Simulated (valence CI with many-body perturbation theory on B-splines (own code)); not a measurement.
**Nd XXIX: calculated level list**

Method: configuration interaction combined with many-body perturbation theory (CI+MBPT): four valence electrons over a frozen Dirac-Fock core [Ar] 3d10, a basis of 11 s, 11 p, 9 d, 7 f, 5 g, 2 h, 1 i functions for each j, with the one-electron correlation potential Σ1 (screened to all orders), the two-electron term Σ2, the three-electron term Σ3, Breit, model QED; selected single and double excitations, second order for the rest (own B-spline code, finite nucleus).

The last digits are not significant, and no measured levels were compared; by estimate large intervals hold to a few tenths of a per cent, small ones and those within an open d or f shell to about a per cent.

Levels 46 to 68 of 68, with energies above the lowest level, (4s^2 4p1/2^2) J=0. "Leading %" is the weight of the configuration and term that name the level; weights of strongly mixed levels are sums over their largest components and can fall short. In the jj column 3d3/2^4 stands for four electrons in 3d with j = 3/2.

```
No.  Configuration  Term  J  E (eV)  Leading %                   Leading jj   Second component
 46      4s.4p2.4d    3G  3  233.21         58  4s 4p1/2 4p3/2 4d3/2 (87 %)  17 % 4s.4p2.4d 1F
 47      4s.4p2.4d    5P  1  233.54         58  4s 4p1/2 4p3/2 4d3/2 (86 %)  18 % 4s.4p2.4d 3P
 48      4s.4p2.4d    3P  2  234.36         56  4s 4p1/2 4p3/2 4d5/2 (65 %)  12 % 4s.4p2.4d 3F
 49      4s.4p2.4d    5D  3  234.76         35  4s 4p1/2 4p3/2 4d5/2 (71 %)  21 % 4s.4p2.4d 3F
 50      4s.4p2.4d    3D  1  234.80         27  4s 4p1/2 4p3/2 4d3/2 (49 %)  24 % 4s.4p2.4d 1P
 51      4s.4p2.4d    3F  4  239.94         26  4s 4p1/2 4p3/2 4d5/2 (59 %)  24 % 4s.4p2.4d 1G
 52      4s.4p2.4d    3D  1  240.89         75  4s 4p1/2 4p3/2 4d3/2 (79 %)   9 % 4s.4p2.4d 3P
 53      4s.4p2.4d    3G  4  242.10         33  4s 4p1/2 4p3/2 4d5/2 (88 %)  31 % 4s.4p2.4d 1G
 54      4s.4p2.4d    3D  3  242.14         56  4s 4p1/2 4p3/2 4d5/2 (55 %)  31 % 4s.4p2.4d 3F
 55      4s.4p2.4d    3D  3  242.53         36  4s 4p1/2 4p3/2 4d5/2 (83 %)  23 % 4s.4p2.4d 3F
 56      4s.4p2.4d    3F  2  244.74         41  4s 4p1/2 4p3/2 4d3/2 (66 %)  13 % 4s.4p2.4d 3D
 57      4s.4p2.4d    3D  1  245.33         72  4s 4p1/2 4p3/2 4d5/2 (84 %)  10 % 4s.4p2.4d 1P
 58      4s.4p2.4d    3P  0  245.43         89  4s 4p1/2 4p3/2 4d3/2 (58 %)     6 % 4s2.4d2 3P
 59      4s.4p2.4d    3F  3  248.88         36  4s 4p1/2 4p3/2 4d5/2 (70 %)  28 % 4s.4p2.4d 1F
 60      4s.4p2.4d    3P  0  248.94         61  4s 4p1/2 4p3/2 4d5/2 (31 %)  16 % 4s.4p2.4d 1S
 61      4s.4p2.4d    3F  2  248.99         32  4s 4p1/2 4p3/2 4d5/2 (53 %)  25 % 4s.4p2.4d 3D
 62      4s.4p2.4d    3P  1  249.65         44  4s 4p1/2 4p3/2 4d5/2 (85 %)  30 % 4s.4p2.4d 3S
 63      4s.4p2.4d    3D  2  250.25         58  4s 4p1/2 4p3/2 4d5/2 (77 %)   9 % 4s.4p2.4d 3P
 64      4s.4p2.4d    1P  1  252.23         27  4s 4p1/2 4p3/2 4d3/2 (37 %)  26 % 4s.4p2.4d 3P
 65      4s.4p2.4d    3P  2  252.82         31  4s 4p1/2 4p3/2 4d5/2 (59 %)  16 % 4s.4p2.4d 1D
 66            4p4    3P  0  255.01         38               4p3/2^4 (53 %)  36 % 4s.4p2.4d 1S
 67      4s.4p2.4d    3F  4  256.82         49      4s 4p3/2^2 4d5/2 (83 %)  30 % 4s.4p2.4d 5D
 68      4s.4p2.4d    3G  5  258.91         57      4s 4p3/2^2 4d5/2 (90 %)  39 % 4s.4p2.4d 5F
```

Where two levels of one J and parity lie close, their mixing, g and order are uncertain.
